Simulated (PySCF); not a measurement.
Species: C3H5NOSi.
Bonds: N1–C2, C2–O3 (double), C2–C4, C4–C5 (triple), C5–Si6. Hydrogens: H7, H8 on N1; H9, H10, H11 on Si6.

The calculation used PBE0-D3(BJ)/def2-SVP geometry optimisation, gas phase in PySCF.

Q: Give the optimised bond lengths and angles.

A: 
```tsv
bond	length (bohr)	order
N1–C2	2.564	single
C2=O3	2.289	double
C2–C4	2.770	single
C4≡C5	2.304	triple
C5–Si6	3.469	single
N1–H7	1.912	single
N1–H8	1.908	single
Si6–H9, Si6–H10, Si6–H11	2.817	single
```

Bonds in one row agree within 0.02 bohr and their mean is given. Orders are formal, as drawn. A selection of angles:
```tsv
angle	degrees
C2–N1–H7	118.1
C2–N1–H8	121.9
H7–N1–H8	119.9
N1–C2–O3	124.2
N1–C2–C4	113.7
O3–C2–C4	122.1
C2–C4–C5	178.0
C4–C5–Si6	178.7
C5–Si6–H9	109.2
H9–Si6–H10	109.6
```

The 6 heavy atoms lie in one plane (0.003 Å rms). N1 (amide nitrogen) is planar (angles 121.9°, 119.9° and 118.1°, sum 359.9°, 0.02 Å off the plane of its three neighbours). The C–C distances run from 1.219 Å (C4≡C5, drawn triple) to 1.466 Å (C2–C4, drawn single), a spread of 0.247 Å. Si6 (SiH3 silicon) is tetrahedral (angles from 109.0° to 110.0°).

Point group: near Cs, missed by 0.10 Å at most; the miss may be what the optimiser left on a soft mode. Whether it is a minimum is left open (no frequencies). One conformer, not necessarily the lowest (H–N1–C2–O3 2° and 178°).
